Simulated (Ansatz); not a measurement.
`[F][Sc]([Cl])[O][SiH3]` + `NC(O)(F)F` → `OC(F)(F)N[SiH3]` + `[OH][Sc]([F])[Cl]`  (ligand exchange at the Si–O bond)

Isolated molecules relaxed with PBE0-D4/def2-TZVP in Ansatz; ΔE leaves out vibrations. CCSD(T)/CBS adds triple-zeta CCSD(T) − MP2 to the extrapolated MP2 energy (def2 sets, frozen cores). Functionals use def2-TZVPP. For Sc outer-core shells are correlated without core-valence functions, which leaves a few kJ/mol of doubt a bond. Scalar relativity is left out up to krypton. One conformer a species, not always the lowest.

`[F][Sc]([Cl])[O][SiH3]`:

```xyz
8

F    -3.070    0.947   -0.339
Sc   -1.851   -0.419   -0.283
Cl   -2.495   -2.617   -0.542
O    -0.062    0.021   -0.008
Si    1.508    0.423    0.236
H     1.855    1.617   -0.579
H     2.390   -0.706   -0.158
H     1.725    0.734    1.673
```

`NC(O)(F)F`:

```xyz
8

N    -0.111    0.592    1.020
C    -0.063   -0.342   -0.025
O     0.314    0.195   -1.222
F     0.794   -1.339    0.307
F    -1.282   -0.922   -0.161
H    -0.776    1.322    0.804
H     0.804    0.999    1.164
H     0.321   -0.505   -1.887
```

`OC(F)(F)N[SiH3]`:

Cartesian coordinates in Å:
```
O 1.869 0.811 0.817
C 0.993 0.391 -0.128
F 1.312 -0.853 -0.590
F 1.142 1.193 -1.238
N -0.303 0.367 0.360
Si -1.522 -0.794 -0.065
H 2.697 1.040 0.380
H -0.516 1.145 0.961
H -2.756 -0.270 0.571
H -1.217 -2.145 0.467
H -1.700 -0.885 -1.535
```

`[OH][Sc]([F])[Cl]`:

```xyz
5

O    -1.101   -0.600   -0.444
Sc    0.391    0.299    0.143
F     0.482    2.113   -0.121
Cl    2.128   -0.806    1.192
H    -1.899   -1.006   -0.771
```

| level | ΔE (kJ/mol) |
| --- | --- |
| ωB97X-V | 57.5 |
| HF/def2-QZVPP | 77.8 |

(1) What does CCSD(T)/CBS give? (An estimate is asked.)

Largest T1 diagnostic among the species: 0.016.

Answers

(1) Ansatz gave: +63.5 kJ/mol. The listed levels differ from it by -6.0, 14.3 kJ/mol.

The D4 term adds −3.3 kJ/mol with B3LYP and −1.7 kJ/mol with PBE0; it sums over pairs of atoms, weighted by their polarisabilities, and B3LYP, whose exchange is more repulsive, gets the larger term. In def2-TZVPP, CCSD(T) changes the Hartree–Fock value by −13.4 kJ/mol (the triples alone add −1.6 kJ/mol) and MP2 by −15.2 kJ/mol.

B3LYP here is the variant with VWN-RPA as its local correlation; programs differ in this.
